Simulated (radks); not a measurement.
Results of a calculation; reference values are marked as such.
Task: Species: Si3+. Configuration: [Ne] 3s1 (the NIST ground configuration). Code: a radial shooting solver on a logarithmic mesh with Libxc functionals. Model: non-relativistic Kohn-Sham, LDA (Slater exchange, Perdew-Wang correlation), spin-polarised, spherical densities, point nucleus; open shells are filled with parallel spins first. Some entries of the table are withheld. Estimate them.

orbital  occ.  eigenvalue (eV)  r(max) (bohr)  <1/r> (bohr^-1)
1s up       1        -1811.449        0.07321            13.53
1s down     1        -1811.232        0.07321            13.53
2s up       1        -174.5341         0.4568            2.566
2s down     1        -174.2454         0.4569            2.568
2p up       3        -132.1642         0.3866            2.466
2p down     3        -131.8627         0.3866            2.469
3s up       1         -40.4227          1.627           0.7487
3s down     0         -38.0144          1.621           0.7456
3p up       0         -31.7818          1.780           0.6691
3p down     0         -29.5065          1.786           0.6580
3d up       0         -20.5261            (1)           0.4999
3d down     0         -18.6249            (2)           0.4789
4s up       0         -16.1878          3.817           0.3524
4s down     0         -15.6186          3.927           0.3414
4f up       0          -8.8913          4.163              (3)
4f down     0          -8.5031          4.516              (4)

Result: 
(1) 3d up r(max) (bohr): 2.032
(2) 3d down r(max) (bohr): 2.117
(3) 4f up <1/r> (bohr^-1): 0.2364
(4) 4f down <1/r> (bohr^-1): 0.2196
